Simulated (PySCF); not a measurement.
KI, SMILES [K][I].

Geometry optimised at r2SCAN-D4/def2-TZVPD. The def2 effective core potentials stand for the cores of I; spin–orbit coupling is left out.

Computed with HF/def2-TZVPD in PySCF.

The molecule is in vacuum.

**Question.** Estimate the frontier levels, gap, dipole moment and polarisability. (The exact figures need the calculation; the answer reports its results.)

**Answer.** 
| Quantity | Result |
|---|---|
| highest occupied level | -7.79 eV |
| lowest empty level | -0.47 eV |
| orbital gap | 7.32 eV |
| dipole moment | 2.442 e·Å |
| quadrupole, principal values (traceless, Buckingham form, about the centre of nuclear charge) | -11.27, -11.27, 22.53 D·Å |
| mean static polarisability | 58.5 bohr³ (8.67 Å³) |
| polarisability, principal values | 55.4, 55.4, 64.8 bohr³ |
